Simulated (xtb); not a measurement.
C₂H₅ClSi, SMILES [SiH3]/C=C\Cl. All values are semi-empirical tight-binding results from xtb (GFN2-xTB unless named), good for trends rather than for accurate numbers. Geometry: GFN2-xTB. The structure was generated by enumeration; whether it is a known compound was not checked.

Optimised geometry:

```xyz
9

Si    -0.3866    -1.6668     0.0000
C      1.1077    -0.5152     0.0000
C      1.0051     0.8021     0.0000
Cl    -0.5274     1.5836     0.0000
H     -1.1828    -1.4201     1.2023
H     -1.1828    -1.4201    -1.2023
H      0.1278    -3.0377     0.0000
H      2.1068    -0.9267     0.0000
H      1.8315     1.4986     0.0000
```

Computed properties:
```json
{
  "point_group_as_xtb_finds_it": "Cs",
  "orbital_gap": "4.18 eV",
  "dipole_moment": "1.39 D",
  "zero_point_energy": "35.0 kcal/mol",
  "G − E(el) at 298.15 K (modified RRHO)": "16.3 kcal/mol",
  "static polarisability (D4 model)": "68.0 bohr³",
  "solvation energy, GFN2-xTB/ALPB(water)": "-0.2 kcal/mol",
  "solvation energy, GFN2-xTB/ALPB(octanol)": "-3.2 kcal/mol"
}
```

Computed atomic charges and the Wiberg bond orders between heavy atoms:
charges (e) Si1 0.45, C2 -0.15, C3 0.05, Cl4 -0.17, H5 -0.09, H6 -0.09, H7 -0.10, H8 0.04, H9 0.05. Bond orders Si1–C2 0.88, C2–C3 1.93, C3–Cl4 0.99.
